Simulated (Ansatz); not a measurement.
`C[O][Sn][OH]` and `[OH][Sn][OH]` differ in one atom or group.

Ansatz, PBE0-D4/def2-TZVP geometries, multiplicity 1. Each molecule was computed in one conformer, which needn't be the lowest.

Elements past krypton have def2 core potentials.

```csv
property,`C[O][Sn][OH]`
LUMO energy (PBE0/def2-TZVPP) / eV,-1.96
HOMO energy (ωB97M-V/def2-TZVPP) / eV,-9.85
HOMO energy (PBE/def2-TZVPP) / eV,-6.33
size of the dipole moment (PBE/def2-TZVPP) / D,0.42
LUMO energy (B3LYP/def2-TZVPP) / eV,-2.20
HOMO–LUMO gap (ωB97M-V/def2-TZVPP) / eV,9.60
```

(1) Give the same properties after the change, and the shifts. (Estimate.)

Results:

(1) The calculation gave: 
```
                                      property  `[OH][Sn][OH]`  shift
            LUMO energy (PBE0/def2-TZVPP) / eV           -1.94   0.02
         HOMO energy (ωB97M-V/def2-TZVPP) / eV           -9.66   0.19
             HOMO energy (PBE/def2-TZVPP) / eV           -6.30   0.03
size of the dipole moment (PBE/def2-TZVPP) / D            2.35   1.93
           LUMO energy (B3LYP/def2-TZVPP) / eV           -2.18   0.02
       HOMO–LUMO gap (ωB97M-V/def2-TZVPP) / eV            9.45  -0.15
```

The zero-point energy changes by -73.0 kJ/mol with -9 modes. Dipoles are sizes alone; their direction can turn.

B3LYP here is the variant with VWN-RPA as its local correlation; programs differ in this.
